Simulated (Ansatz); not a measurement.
One change: `C[O][SnH3]` becomes `C[Se][SnH3]`.

Ansatz, PBE0-D4/def2-TZVP geometries, multiplicity 1. 

Elements past krypton have def2 core potentials. Scalar relativity is left out up to krypton.

```
                                        property  `C[O][SnH3]`
         HOMO–LUMO gap (ωB97M-V/def2-TZVPP) / eV         10.95
           HOMO energy (ωB97M-V/def2-TZVPP) / eV         -9.88
size of the dipole moment (B3LYP/def2-TZVPP) / D          1.39
           HOMO–LUMO gap (B3LYP/def2-TZVPP) / eV          6.62
  zero-point energy (PBE0-D4/def2-TZVP) / kJ/mol         161.3
              HOMO energy (PBE0/def2-TZVPP) / eV         -7.50
```

(1) What does the change do to each property? (An estimate is asked.)

Results:

(1) The calculation gave: 
| property | `C[Se][SnH3]` | shift |
| --- | --- | --- |
| HOMO–LUMO gap (ωB97M-V/def2-TZVPP) / eV | 9.56 | -1.39 |
| HOMO energy (ωB97M-V/def2-TZVPP) / eV | -8.61 | 1.27 |
| size of the dipole moment (B3LYP/def2-TZVPP) / D | 1.32 | -0.07 |
| HOMO–LUMO gap (B3LYP/def2-TZVPP) / eV | 5.34 | -1.28 |
| zero-point energy (PBE0-D4/def2-TZVP) / kJ/mol | 152.5 | -8.8 |
| HOMO energy (PBE0/def2-TZVPP) / eV | -6.46 | 1.04 |

With PBE0 the HOMO rises by 1.04 eV and the LUMO falls by 0.23 eV, so the gap narrows by about 1.27 eV. PBE moves the HOMO by 0.62 eV and ωB97M-V by 1.27 eV. Dipoles are sizes alone; their direction can turn.

B3LYP here is the variant with VWN-RPA as its local correlation; programs differ in this.

Spin–orbit coupling is left out; it splits and shifts lone-pair levels of the heavy atoms by tenths of an eV.
